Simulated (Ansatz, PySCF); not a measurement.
Species: CH2Cl3Si (charge 0, doublet). It need not be the lowest isomer of its formula. 
Geometry from a B3LYP-D3(BJ)/def2-TZVP (Ansatz, a first-principles code) optimisation:
```
Si
C 1 1.8172
H 2 1.0828 1 121.79
H 2 1.0830 3 116.48 1 177.80
Cl 1 2.0466 2 110.17 3 -28.24
Cl 1 2.0470 2 110.21 3 -148.99
Cl 1 2.0515 2 111.07 3 91.46
```
Charge 0, spin multiplicity 2.

Total electronic energies in hartree. Correlated levels leave the core frozen unless marked. Open shells are spin-unrestricted. No spin-orbit coupling. Non-relativistic. Basis-set limits of correlation are two-point, X^-3; Hartree-Fock from the larger set. [CCSD(T)-MP2]/basis is that difference in the basis named.

```tsv
level	program	energy (Eh)
HF/cc-pVTZ	Ansatz	-1706.68728
HF/def2-TZVPD	PySCF	-1706.66397
HF/cc-pV(Q+d)Z	Ansatz	-1706.71085
PBE0/6-31G*	Ansatz	-1708.81415
PBE0/def2-SVP	Ansatz	-1708.33137
PBE0-D3(BJ)/def2-TZVP	Ansatz + dftd3	___
BHLYP-D4/def2-TZVPD	Ansatz + dftd4	-1709.57442
r2SCANh-D4/def2-TZVPD	Ansatz + dftd4	___
HSE06-D3(BJ)/def2-TZVPD	Ansatz + dftd3	-1708.93580
CAM-B3LYP-D4/def2-TZVPD	Ansatz + dftd4	-1709.61349
LC-wPBE/def2-TZVPD	Ansatz	-1709.08713
B2GP-PLYP-D3(BJ)/def2-TZVPD	Ansatz + dftd3	-1708.85624
B2GP-PLYP/def2-TZVPD	Ansatz	-1708.84693
B2PLYP-D3(BJ)/def2-TZVPD	Ansatz + dftd3	-1709.04223
RI-MP2/CBS(cc-pV(T+d)Z,cc-pV(Q+d)Z)+[CCSD(T)-MP2]/cc-pV(T+d)Z	Ansatz	-1707.7627
```

### Question
Complete the blanks.

### Answer

- PBE0-D3(BJ)/def2-TZVP, energy (Eh): -1708.96702
- r2SCANh-D4/def2-TZVPD, energy (Eh): -1709.44446
